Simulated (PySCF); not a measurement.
Theory: delta-SCF UKS SCAN, pcX-2 on the ionised atom, pcseg-1 elsewhere, spin-free X2C in PySCF. Geometries: PBE0-D3(BJ)/def2-SVP; isolated species, one conformer each. Values against the vacuum level.

(1) Rank by computed C 1s binding energy, lowest first.
A. C4 in `[CH2:1]=[N:2][C@H:3]1[CH2:4][CH2:5][SiH2:6][O:7]1`
B. C2 in `[H]/[N:1]=[CH:2]\[Si@@H:3]1[CH2:4][CH2:5][CH2:6][O:7]1`
C. C3 in `[CH3:1][CH2:2][CH2:3][SiH2:4][P:5]([SiH3:6])[SiH3:7]`

## Answers

(1) C (290.08 eV), A (290.75 eV), B (291.44 eV).

From the lowest up, the atoms are bonded to: C, 2 H and Si (290.08); 2 C and 2 H (290.75); N (double bond), H and Si (291.44).

1 of these hole states is spin-contaminated (⟨S²⟩ 0.86, against 0.75; counted from 0.85) and less certain.
